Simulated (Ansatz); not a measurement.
CsI, charge +1, quartet, at the geometry of the source list (a state made from the parent by changing its charge; the spin is typed, not shown lowest) (core potentials on Cs, I); HF/def2-SVP in Ansatz (a quantum-chemistry and plane-wave program).

The Ansatz input:
Ansatz 0.2 input:
```yaml
crystal:
  periodic: [false, false, false]
  atoms:
    - {symbol: Cs, position_ang: [-1.12140000, -0.79660000, -0.95550000]}
    - {symbol: I, position_ang: [1.12140000, 0.79660000, 0.95550000]}
basis:
  gaussian:
    orbitals: def2-SVP
hamiltonian:
  xc: hf
total_charge: 1
magnetization: {spin_polarized: true, initial_magnetization: 3}
```

Q: Write the output that Ansatz gives for this input, abridged.

A: 
```
Functional definition: HF
558 factors; integrals over basis functions are off by at most 3.5e-4 eV
mean field evaluation 1: about -8601.5777 eV, gradient 5.2e0 eV
mean field evaluation 2: about -8601.6598 eV, gradient 5.2e0 eV
mean field evaluation 4: about -8601.9287 eV, gradient 4.9e-1 eV
mean field evaluation 8: about -8601.9354 eV, gradient 3.4e-3 eV
mean field evaluation 16: about -8601.9414 eV, gradient 5.1e-1 eV
mean field evaluation 32: about -8602.0266 eV, gradient 1.4e-5 eV
mean field evaluation 64: about -8601.9360 eV, gradient 5.2e-2 eV
mean field evaluation 96: about -8600.9290 eV, gradient 1.5e0 eV
mean field evaluation 128: about -8602.0159 eV, gradient 4.6e-1 eV
mean field evaluation 160: about -8601.9354 eV, gradient 4.9e-6 eV
mean field -8602.02659049 eV, -316.1186465377 hartree, gradient 3.3e-7 eV, S^2 3.757316; 3 other end points of the search recorded, 0 dependent functions left out
reference -8602.02659049 eV, -316.1186465377 hartree; 18, 15 occupied and 32, 35 virtual orbitals, 558 factors
Total energy: -8602.02659049 eV, -316.1186465377 hartree
```
